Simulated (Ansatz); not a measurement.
The cluster Cd₄O₄⁻, relaxed as a doublet with UKS PBE-D4/def2-SVPD in Ansatz, starting from the GFN1-xTB geometry. Force threshold 0.02 eV/Å.

In the def2 sets Cd takes a core potential; there is no spin–orbit coupling. The structure holds 2 bonds between oxygen atoms, so isomers without such links may lie far lower. Another isomer (doublet) lies 1.02 eV lower at PBE0-D4/def2-TZVPD; other spin states weren't run for this one.

Start:

Cartesian coordinates in Å:
```
Cd 2.846 -2.759 -0.885
Cd 2.038 -3.053 1.977
Cd -0.522 0.401 0.478
Cd 0.985 -0.390 -1.848
O 0.490 -1.078 1.232
O -2.690 1.632 0.234
O -2.223 2.512 -0.639
O -0.922 2.736 -0.549
```

| step | energy (eV) | largest force component (eV/Å) | SCF passes |
| --- | --- | --- | --- |
| 1 | -26429.5056 | 1.396 | 32 |
| 2 | -26429.8118 | 1.541 | 40 |
| 3 | -26430.0328 | 0.302 | 44 |
| 4 | -26430.0692 | 0.545 | 36 |
| 5 | -26430.1277 | 0.268 | 31 |
| 6 | -26430.1980 | 0.694 | 35 |
| 7 | -26430.2566 | 0.197 | 47 |
| 8 | -26430.2698 | 0.199 | 41 |
| 9 | -26430.2971 | 0.180 | 51 |
| 10 | -26430.3266 | 0.248 | 50 |
| 11 | -26430.3507 | 0.377 | 36 |
| 12 | -26430.4059 | 0.337 | 35 |
| 13 (rejected) | -26430.3759 | 0.333 | 32 |
| 14 | -26430.4304 | 0.169 | 31 |
| 15 | -26430.4330 | 0.231 | 28 |
| 16 | -26430.4387 | 0.036 | 27 |
| 17 | -26430.4396 | 0.014 | 28 |
| 18 | -26430.4399 | 0.019 | 28 |
| 19 | -26430.4400 | 0.030 | 27 |
| 20 | -26430.4401 | 0.026 | 26 |
| 21 | -26430.4403 | 0.013 | 29 |
| 22 | -26430.4404 | 0.017 | 28 |

Force components are those of the run's own axes.

End:

| atom | x (Å) | y (Å) | z (Å) |
| --- | --- | --- | --- |
| Cd1 | 3.6156 | -3.7307 | -0.3860 |
| Cd2 | 1.5144 | -1.8329 | 1.7934 |
| Cd3 | -0.6994 | 0.7200 | 0.0745 |
| Cd4 | 1.3916 | -1.5440 | -2.1270 |
| O5 | 0.6114 | -0.7914 | -0.0737 |
| O6 | -2.8277 | 1.4543 | 0.2220 |
| O7 | -2.4887 | 2.7909 | 0.2800 |
| O8 | -1.1172 | 2.9337 | 0.2168 |

Bonds lost: Cd3–Cd4 (atoms count from 1). Bonds formed: Cd4–O5 (atoms count from 1). Metal–metal contacts that move far: Cd1–Cd2 2.99 to 3.57 Å.

The force fell under the threshold at step 17, but the optimiser went on. No frequencies were taken in this run, so the end may be a saddle point.

It took 4 min on 4 threads of Arm Neoverse N1 on a shared host.
